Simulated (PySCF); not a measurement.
# As³⁺ (arsenic, charge +3) across methods

[Ar] 3d10 4s2, closed-shell 1S. All numbers are calculated (PySCF 2.14, a scalar-relativistic core potential, in aug-cc-pVQZ-PP with one added diffuse shell each of s, p, d, f, g type with ECP10MDF (8s7p6d4f3g, 114 functions)).

```csv
method,E (hartree),mean ε 3p (eV),mean ε 3d (eV),mean ε 4s (eV),Σ⟨r²⟩ (bohr²),⟨S²⟩
PBE,-330.3492,-167.77,-75.635,-44.294,15.96,0.000
PBE0,-330.3117,-175.60,-79.799,-45.480,15.96,0.000
UHF,-329.19452,-197.83,-90.979,-48.087,16.10,0.000
LDA,-329.8228,-167.66,-75.762,-44.784,15.94,0.000
M06,-330.4525,-176.54,-80.134,-46.394,15.84,0.000
BLYP,-330.3328,-167.69,-75.529,-44.430,15.97,0.000
PBEsol,-330.0106,-167.57,-75.552,-44.340,15.95,0.000
r2SCAN,-330.2078,-172.32,-76.208,-44.697,15.94,0.000
```

Energies and moments cover only the electrons outside the core potential.
